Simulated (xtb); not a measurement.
singlet silylene (H₂Si), singlet, at a GFN2-xTB geometry; GFN2-xTB run with xtb.

The xtb input:
```
$ xtb mol.xyz --gfn 2 --grad --json

# file mol.xyz
3

Si    -0.00666824    -0.00277970     0.12275926
H      0.04778718     1.13172388    -0.83406892
H      0.04556812    -1.09280805    -0.88456070
```

Q: Predict the main parts of the log of this xtb run.

A: 
```
   ID    Z sym.   atoms
    1   14 Si     1
    2    1 H      2, 3

           -------------------------------------------------
          |                Calculation Setup                |
           -------------------------------------------------

           -------------------------------------------------
          |                 G F N 2 - x T B                 |
           -------------------------------------------------

          ...................................................
          :                      SETUP                      :
          :.................................................:
          :  # basis functions                  12          :
          :  # atomic orbitals                  11          :
          :  # shells                            5          :
          :  # electrons                         6          :
          :  max. iterations                   250          :
          :  Hamiltonian                  GFN2-xTB          :
          :  restarted?                      false          :
          :  GBSA solvation                  false          :
          :  PC potential                    false          :
          :  electronic temp.          300.0000000     K    :
          :  accuracy                    1.0000000          :
          :  -> integral cutoff          0.2500000E+02      :
          :  -> integral neglect         0.1000000E-07      :
          :  -> SCF convergence          0.1000000E-05 Eh   :
          :  -> wf. convergence          0.1000000E-03 e    :
          :  Broyden damping             0.4000000          :
          :  net charge                          0          :
          :  unpaired electrons                  0          :
          ...................................................

 iter      E             dE          RMSdq      gap      omega  full diag
   1     -2.6775147 -0.267751E+01  0.197E+01    1.61       0.0  T
   2     -2.6834315 -0.591678E-02  0.134E+01    1.79       1.0  T
   3     -2.6832000  0.231480E-03  0.182E+00    2.05       1.0  T
   4     -2.6849318 -0.173180E-02  0.923E-01    2.21       1.0  T
   5     -2.6852205 -0.288731E-03  0.291E-01    2.15       1.0  T
   6     -2.6852474 -0.268424E-04  0.907E-02    2.17       1.0  T
   7     -2.6852492 -0.183877E-05  0.253E-02    2.17       2.3  T
   8     -2.6852495 -0.220877E-06  0.264E-03    2.17      21.8  T
   9     -2.6852495 -0.261831E-08  0.943E-04    2.17      61.3  T
[...]
         :: total energy              -2.669801489507 Eh    ::
[...]
         6                         -0.0856691              -2.3312
         7                         -0.0734790              -1.9995
         8                         -0.0555653              -1.5120
         9                         -0.0399434              -1.0869
        10                          0.5192987              14.1308
        11                          0.6986890              19.0123
      -------------------------------------------------------------
                  HL-Gap            0.0796082 Eh            2.1662 eV
             Fermi-level           -0.2730165 Eh           -7.4292 eV

     #   Z          covCN         q      C6AA      α(0)
     1  14 Si       1.823     0.267   190.523    29.333
     2   1 H        0.912    -0.134     6.907     4.111
     3   1 H        0.912    -0.134     6.907     4.111

 Mol. C6AA /au·bohr⁶  :        357.410977
 Mol. C8AA /au·bohr⁸  :      18056.354339
 Mol. α(0) /au        :         37.555145

Wiberg/Mayer (AO) data.
largest (>0.10) Wiberg bond orders for each atom

 ---------------------------------------------------------------------------
     #   Z sym  total        # sym  WBO       # sym  WBO       # sym  WBO
 ---------------------------------------------------------------------------
     1  14 Si   1.904 --     2 H    0.952     3 H    0.952
     2   1 H    0.982 --     1 Si   0.952
     3   1 H    0.982 --     1 Si   0.952
 ---------------------------------------------------------------------------

Topologies differ in total number of bonds
Writing topology from bond orders to xtbtopo.mol

molecular dipole:
                 x           y           z       tot (Debye)
 q only:       -0.027      -0.011       0.496
   full:        0.009       0.004      -0.161       0.409
molecular quadrupole (traceless):
                xx          xy          yy          xz          yz          zz
 q only:        0.934      -0.003      -0.834       0.056      -0.017      -0.099
  q+dip:        0.135      -0.000      -0.253       0.001      -0.008       0.118
   full:        3.050      -0.010      -0.365       0.312       0.052      -2.685

           -------------------------------------------------
          | TOTAL ENERGY               -2.669801489507 Eh   |
          | GRADIENT NORM               0.000000783735 Eh/α |
          | HOMO-LUMO GAP               2.166249285483 eV   |
           -------------------------------------------------

normal termination of xtb
```
